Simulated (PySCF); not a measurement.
# Continuum solvent and chemical shifts

Molfile (atoms numbered from 1):
```
C6H13F
     RDKit          3D

 20 19  0  0  0  0  0  0  0  0999 V2000
   -1.5471    0.8469   -1.0265 C   0  0  0  0  0  0  0  0  0  0  0  0
   -1.0715   -0.1906   -0.0147 C   0  0  0  0  0  0  0  0  0  0  0  0
   -2.0525   -0.3062    1.1465 C   0  0  0  0  0  0  0  0  0  0  0  0
    0.3374    0.1009    0.5035 C   0  0  0  0  0  0  0  0  0  0  0  0
    1.4273    0.1097   -0.5586 C   0  0  0  0  0  0  0  0  0  0  0  0
    2.8170    0.2082    0.0237 C   0  0  0  0  0  0  0  0  0  0  0  0
    3.0797   -0.8793    0.8254 F   0  0  0  0  0  0  0  0  0  0  0  0
   -0.9081    0.8795   -1.9218 H   0  0  0  0  0  0  0  0  0  0  0  0
   -1.5511    1.8558   -0.5799 H   0  0  0  0  0  0  0  0  0  0  0  0
   -2.5727    0.6307   -1.3636 H   0  0  0  0  0  0  0  0  0  0  0  0
   -1.0362   -1.1709   -0.5267 H   0  0  0  0  0  0  0  0  0  0  0  0
   -2.1271    0.6488    1.6932 H   0  0  0  0  0  0  0  0  0  0  0  0
   -1.7340   -1.0764    1.8661 H   0  0  0  0  0  0  0  0  0  0  0  0
   -3.0631   -0.5677    0.7964 H   0  0  0  0  0  0  0  0  0  0  0  0
    0.3333    1.0721    1.0341 H   0  0  0  0  0  0  0  0  0  0  0  0
    0.6038   -0.6565    1.2589 H   0  0  0  0  0  0  0  0  0  0  0  0
    1.2941    0.9505   -1.2599 H   0  0  0  0  0  0  0  0  0  0  0  0
    1.3677   -0.8124   -1.1630 H   0  0  0  0  0  0  0  0  0  0  0  0
    3.5799    0.2409   -0.7731 H   0  0  0  0  0  0  0  0  0  0  0  0
    2.9230    1.1194    0.6397 H   0  0  0  0  0  0  0  0  0  0  0  0
  1  2  1  0
  2  3  1  0
  2  4  1  0
  4  5  1  0
  5  6  1  0
  6  7  1  0
  1  8  1  0
  1  9  1  0
  1 10  1  0
  2 11  1  0
  3 12  1  0
  3 13  1  0
  3 14  1  0
  4 15  1  0
  4 16  1  0
  5 17  1  0
  5 18  1  0
  6 19  1  0
  6 20  1  0
M  END
```

GIAO PBE0/pcSseg-1 in PySCF on one PBE0-D3(BJ)/def2-SVP conformer, non-relativistic, equivalent nuclei averaged. Solvents enter as an IEF-PCM continuum (chloroform with ε = 4.7, tetrahydrofuran with ε = 7.4) around the gas-phase geometry. Shifts are referred to TMS, CFCl3 computed in the same medium.

Gas phase, δ in ppm: C6 84.1, C4 36.4, C5 32.7, C2 30.8, C1/C3 24.0, F7 -244.1, H19/H20 4.43, H17/H18 1.37, H11 1.23, H15/H16 1.17, H8/H9/H10/H12/H13/H14 0.92. Dipole moment 1.72 D.

(1) How does each δ change in the continuum?

(2) Which of the listed nuclei move most (in ppm), and what does the model miss?

Answers

(1) 
```tsv
atoms	environment	Δδ, chloroform	Δδ, tetrahydrofuran
C6	sp3 CH2 bonded to F	+1.6	+1.9
C4	sp3 CH2	+0.7	+0.8
C5	sp3 CH2	+0.3	+0.4
C2	sp3 CH	+0.4	+0.5
C1/C3	methyl carbon	+0.3	+0.4
F7	fluorine on an sp3 carbon	-4.6	-5.2
H19/H20	hydrogen on an sp3 CH2 bonded to F	+0.14	+0.16
H17/H18	hydrogen on an sp3 CH2	+0.09	+0.10
H11	hydrogen on an sp3 CH	+0.01	+0.01
H15/H16	hydrogen on an sp3 CH2	-0.03	-0.04
H8/H9/H10/H12/H13/H14	hydrogen on a methyl carbon	0.00	0.00
```

Changes are relative to the gas phase. The dipole moment becomes 2.04 D in chloroform, 2.09 D in tetrahydrofuran.

(2) F7 (fluorine on an sp3 carbon, -5.2 ppm) in tetrahydrofuran. A continuum only polarises the solute; specific hydrogen bonds, the anisotropy of aromatic solvents and changes of geometry or conformer are outside it.
